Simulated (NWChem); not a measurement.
# NiClF, triplet; SMILES [F][Ni][Cl]

```xyz
3

Ni    -0.0870    -0.0574     0.3756
F     -0.1500    -0.0990     2.0863
Cl    -0.0211    -0.0139    -1.6909
```
Atoms are numbered in this order, from 1.

Program: NWChem. Pople sets run with spherical d functions. Spin-unrestricted. Structure relaxed at the PBE0/def2-SVP, spin-unrestricted level. The spin multiplicity was typed, not searched, and may not be the lowest. No stability test was run on the SCF state. Vzz is the largest principal value of the second derivative of the potential at the nucleus (NWChem prints the opposite sign); η is the asymmetry. Non-relativistic.

For level CAM-B3LYP/6-31G*:

- Vzz Ni1 (a.u.) = 2.074
- Vzz Cl3 (a.u.) = 0.839

Question: What are these values for level B3LYP/def2-SVP?

Answer: 
| Quantity | Value |
|---|---|
| Vzz Ni1 (a.u.) | 2.005 |
| Vzz Cl3 (a.u.) | 0.789 |
